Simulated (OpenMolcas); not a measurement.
Ga: the spin-orbit constant, worked from levels

- Program: OpenMolcas
- Basis: ANO-RCC [10s9p7d5f2g]
- Scalar Hamiltonian: DKH2, point nucleus
- Active space: 1 electron in 9 orbitals (RAS2 4p; RAS3 4d 5s, at most 1 electron)
- State averaging: 2S+1 = 2 odd, 3 roots; 2S+1 = 2 even, 6 roots
- Spin-orbit coupling: RASSI with atomic mean-field integrals over the reference wave functions, term energies averaged over their components

Methods: RASSCF; SS-RASPT2, IPEA 0.25 Eh, imaginary shift 0.1 Eh (closed shells correlated: 3d 4s). Measured levels: NIST Handbook of Basic Atomic Spectroscopic Data.

**The spin-orbit constant.** For the Hund term ²P° of p1, E(J) = (A/2) J(J+1) + constant and ζ = 2S·A = A. From J = 1/2 to J = 3/2 the energy changes by 1.5 A.

```json
{"Source": "RASSCF", "E(3/2) - E(1/2)": "708.3", "A": "472.2", "ζ": "472"}
{"Source": "SS-RASPT2", "E(3/2) - E(1/2)": "708.3", "A": "472.2", "ζ": "472"}
{"Source": "measured", "E(3/2) - E(1/2)": "826.2", "A": "550.8", "ζ": "551"}
```

All in cm-1. SS-RASPT2 is off by -14.3 % and RASSCF by -14.3 %. Both methods take the spin-orbit matrix elements from the reference wave functions, so the second can move ζ only through the term energies and any multistate remixing.

With one active electron the reference holds no correlation, so core polarisation is missing (holds for RASSCF). With one active electron, CASPT2 adds the correlation within the correlated inactive shells and between them and that electron, and leaves the splitting within a term as the reference gives it (holds for SS-RASPT2). Measured partners are found by configuration, term and J. A level has none where our copy of the source lacks it or the pairing is in doubt (some pairs that miss far off the trend of their configuration count as doubtful), and it then counts in no deviation. Levels of configurations outside the active space are missing.

° marks odd parity.
